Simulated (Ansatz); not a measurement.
The cluster CrPb₁₂. Total charge 0; singlet. Geometry PBE-D4/def2-SVP; atoms count from 1.

```
atom   x (Å)   y (Å)   z (Å)
 Cr1   1.799  -1.307  -0.705
 Pb2  -2.716  -2.491  -1.061
 Pb3   0.384  -3.549  -0.176
 Pb4  -2.145   1.302  -1.469
 Pb5  -0.283  -0.368   0.790
 Pb6  -0.169  -1.503  -2.568
 Pb7   0.968   1.415  -2.561
 Pb8  -3.540  -0.392   0.962
 Pb9  -1.773   2.042   2.079
Pb10   1.476   1.703   2.795
Pb11   0.483   3.351   0.098
Pb12   2.616  -1.383   1.902
Pb13   2.899   1.179  -0.087
```

In the def2 sets Pb takes a core potential; there is no spin–orbit coupling. Single mean-field runs in def2-TZVP are fitted with def2-universal-jkfit. The restricted singlet is unstable towards broken spin symmetry at other levels; at PBE0-D4/def2-TZVP this wasn't settled. No other spin state of charge 0 was run. The geometry of the singlet was relaxed on an unsound state (restricted singlet, unstable towards broken spin symmetry). Another isomer (singlet) lies 3.64 eV lower at PBE0-D4/def2-TZVP; other spin states weren't run for this one.

Question: Estimate the Mulliken populations from the PBE0/def2-TZVP orbitals of Ansatz.

Answer: 
```
atom  charge (e)  d electrons
 Cr1       -0.25         5.00
 Pb2       -0.02            –
 Pb3        0.09            –
 Pb4        0.04            –
 Pb5        0.19            –
 Pb6       -0.02            –
 Pb7        0.00            –
 Pb8       -0.02            –
 Pb9       -0.01            –
Pb10       -0.04            –
Pb11        0.02            –
Pb12        0.05            –
Pb13       -0.03            –
```
Mulliken values and Mayer orders depend strongly on the basis.

Question: And the Mayer bond orders between bonded heavy atoms (over 0.3)?

Answer: Cr1–Pb3 0.90 (2.70 Å); Cr1–Pb5 0.62 (2.73 Å); Cr1–Pb6 0.71 (2.72 Å); Cr1–Pb12 0.90 (2.73 Å); Cr1–Pb13 0.61 (2.79 Å); Pb2–Pb3 0.48 (3.39 Å); Pb2–Pb6 0.55 (3.12 Å); Pb2–Pb8 0.79 (3.03 Å); Pb3–Pb6 0.41 (3.20 Å); Pb4–Pb7 0.46 (3.30 Å); Pb4–Pb8 0.49 (3.28 Å); Pb5–Pb8 0.38 (3.26 Å); Pb5–Pb9 0.44 (3.11 Å); Pb6–Pb7 0.53 (3.13 Å); Pb7–Pb11 0.43 (3.33 Å); Pb7–Pb13 0.54 (3.15 Å); Pb8–Pb9 0.51 (3.21 Å); Pb9–Pb10 0.42 (3.34 Å); Pb9–Pb11 0.50 (3.27 Å); Pb10–Pb11 0.53 (3.31 Å); Pb10–Pb12 0.46 (3.41 Å); Pb10–Pb13 0.52 (3.26 Å); Pb11–Pb13 0.45 (3.25 Å); Pb12–Pb13 0.42 (3.26 Å). Values over 0.3 also appear between atoms too far apart for a bond (Pb4–Pb9 0.38 at 3.64 Å; Pb4–Pb11 0.34 at 3.68 Å); they arise where an orbital or an unpaired electron spreads over both atoms.
